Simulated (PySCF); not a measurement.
Vertical excitations of a molecule C₂H₃BF₂O from PySCF with TDA-PBE/def2-SVPD, as energy in eV (oscillator strength): 6.27 (0.000), 6.44 (0.007), 6.48 (0.344), 7.28 (0.068), 7.38 (0.001), 7.54 (0.023), 7.83 (0.013), 7.91 (0.004), 8.03 (0.001), 8.33 (0.004). Lowest triplet (TDA): 3.85 eV. Geometry optimised at B3LYP-D3(BJ)/def2-SVP. Other conformers were not sampled.

Question: Identify the compound among the candidates.
(A) CC(=O)B(F)F
(B) C=COB(F)F
(C) C=C(F)B(O)F
(D) O=CCB(F)F

Answer: C, C=C(F)B(O)F
